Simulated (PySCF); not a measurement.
In(OMe)2(Ph), SMILES C[O][In]([O]C)[c]1ccccc1, GFN2-xTB optimised geometry.

```
22

In     0.52    -0.60     0.00
O      2.55    -0.60     0.00
C      3.45     0.47    -0.01
H      3.29     1.15     0.83
H      4.46     0.05     0.06
H      3.38     1.05    -0.94
O     -0.18    -2.48     0.02
C      0.61    -3.64     0.01
H      0.36    -4.26     0.88
H      0.41    -4.21    -0.90
H      1.68    -3.42     0.05
C     -1.10     0.94     0.00
C     -2.39     0.48     0.07
C     -3.44     1.39     0.06
C     -3.17     2.75    -0.01
C     -1.86     3.20    -0.07
C     -0.81     2.29    -0.07
H     -2.58    -0.59     0.12
H     -4.46     1.04     0.12
H     -3.98     3.46    -0.01
H     -1.65     4.26    -0.13
H      0.21     2.64    -0.12
```

Density from PySCF with B3LYP/def2-SVP, def2 effective core potentials past Kr at that geometry. The core electrons that the potentials of In replace are not part of the density.

Minimum of the electron density along straight lines between bonded atoms, close to the bond critical point (lines longer than 1.1 times the sum of covalent radii, or with two minima, are not listed):

```csv
bond,length / Å,ρ at the minimum / e bohr⁻³,∇²ρ there / e bohr⁻⁵,position (fraction from the first atom)
In1–O2,2.036,0.091,0.52,0.52
O2–C3,1.400,0.263,-0.48,0.65
C3–H4,1.096,0.278,-1.03,0.62
C3–H5,1.096,0.280,-1.05,0.63
C3–H6,1.096,0.279,-1.03,0.63
In1–O7,2.002,0.099,0.60,0.52
O7–C8,1.403,0.262,-0.47,0.66
C8–H9,1.096,0.279,-1.04,0.63
C8–H10,1.096,0.279,-1.04,0.63
C8–H11,1.097,0.280,-1.05,0.63
In1–C12,2.234,0.084,0.14,0.51
C12–C13,1.379,0.317,-0.82,0.50
C13–C14,1.387,0.312,-0.80,0.50
C14–C15,1.385,0.314,-0.82,0.50
C15–C16,1.384,0.315,-0.82,0.50
C12–C17,1.380,0.316,-0.82,0.50
C16–C17,1.388,0.312,-0.80,0.50
C13–H18,1.082,0.285,-1.10,0.63
C14–H19,1.080,0.284,-1.08,0.63
C15–H20,1.080,0.284,-1.09,0.63
C16–H21,1.081,0.284,-1.08,0.63
C17–H22,1.084,0.282,-1.06,0.63
```
